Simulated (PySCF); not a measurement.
GeH₃, SMILES [GeH3+], charge +1.

The structure is a stationary point at B3LYP-D3(BJ)/def2-TZVPD.

These are PBE/def2-TZVPD (PySCF) values and carry that method's errors.

Symmetry labels are those of the subgroup C2v that the program uses (full group D3h).

Computed valence orbital energies around the gap with their symmetry:
```
orbital  symmetry  energy (eV)
-------  --------  -----------
HOMO−7         A1       -38.62
HOMO−6         B2       -38.46
HOMO−5         A2       -38.46
HOMO−4         A1       -38.13
HOMO−3         B1       -38.13
HOMO−2         A1       -21.26
HOMO−1         B1       -15.96
HOMO           A1       -15.96
LUMO           B2       -11.07
LUMO+1         A1        -7.38
LUMO+2         B1        -5.57
LUMO+3         A1        -5.57
```
